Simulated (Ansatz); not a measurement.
This singlet lies 2.59 eV below the relaxed triplet at the level frozen-core CCSD(T)/cc-pVTZ // PBE0-D3(BJ)/def2-TZVP (Ansatz, a quantum-chemistry and plane-wave program).

Species: CH₂GeN₂, SMILES `[C-]#[N+][Ge][NH2]` (lower singlet) (charge 0, multiplicity 1).

Task: Give a relaxed geometry from PBE0-D3(BJ)/def2-TZVP in Ansatz.

Result: One answer among several that fit: the end point of this relaxation, one of several conformers (outside a Z-matrix the atoms follow the SMILES, hydrogens last).
Bond lengths (Å): C1–N2 1.173, N2–Ge3 1.901, Ge3–N4 1.805, N4–H5 1.009, N4–H6 1.008. Angles (°): C1–N2–Ge3 166.7, N2–Ge3–N4 93.2, Ge3–N4–H5 124.3, Ge3–N4–H6 122.4, H5–N4–H6 113.3.
